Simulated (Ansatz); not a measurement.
Species: diiodo(methoxy)borane, CH3BI2O (charge 0, singlet). 
Structure (B3LYP-D3(BJ)/def2-TZVP (Ansatz, a first-principles code) minimum search):
```xyz
8

C     -3.0113    -0.3631    -0.1881
O     -1.9137     0.4666     0.2125
B     -0.6252     0.1862     0.0855
I      0.7876     1.6447     0.7868
I      0.0873    -1.6598    -0.7896
H     -3.9189     0.1781     0.0650
H     -2.9777    -1.3122     0.3455
H     -2.9696    -0.5476    -1.2608
```

Basis-set convergence of Hartree-Fock and CCSD correlation energies (hartree) with Ansatz. Valence correlation only, unless marked. No spin-orbit coupling. The frozen core is the preceding noble-gas configuration, with the filled d and f shells of earlier blocks. In def2 rows, elements after Kr have scalar-relativistic effective core potentials.

| basis | functions | E(HF) | E(corr, CCSD) |
|---|---|---|---|
| def2-SVP | 109 | -732.45643 | -0.64059 |
| def2-TZVPP | 235 | -732.63690 | -0.82050 |
| def2-QZVPP | 425 | -732.64568 | -0.88833 |

Extrapolating the two largest sets (X = 3 and 4) as X^-3: E(corr) = (64·(-0.88833) - 27·(-0.82050))/37 = -0.9378 Eh, an estimate of the basis-set limit. The largest set recovers 94.7 % of it, the smallest 68.3 %.
